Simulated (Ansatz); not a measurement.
Wavefunction ladder for `BOCO[SiH3]`

```xyz
12

B     0.379   -0.172   -2.234
O    -0.320   -0.236   -1.086
C     0.140   -0.980    0.023
O     0.574   -0.135    1.026
Si   -0.391    1.009    1.739
H     1.402   -0.793   -2.347
H    -0.072    0.509   -3.105
H    -0.704   -1.591    0.361
H     0.980   -1.615   -0.275
H    -1.742    0.433    1.984
H    -0.521    2.225    0.899
H     0.276    1.348    3.016
```

Total charge 0; spin multiplicity 1. The geometry is a stationary point of PBE0-D4/def2-TZVP. It is one conformer, not always the lowest. Frozen core, restricted reference, Ansatz 0.2.0. CBS rows extrapolate triple and quadruple zeta; past MP2 they add the triple-zeta difference.

```json
{"basis": "def2-SVP", "HF (Eh)": "-505.08651", "MP2 corr.": "-0.68886"}
{"basis": "def2-TZVPP", "HF (Eh)": "-505.45150", "MP2 corr.": "-0.86714"}
{"basis": "def2-QZVPP", "HF (Eh)": "-505.47151", "MP2 corr.": "-0.93198"}
```

Question: Estimate the CCSD correlation energy and the (T) correction in each basis where they were run (hartree).

Answer: 
```
     basis  CCSD corr.       (T)
  def2-SVP    -0.74337  -0.01866
def2-TZVPP    -0.91205  -0.03288
 CBS(def2)    -1.02491     as TZ
```
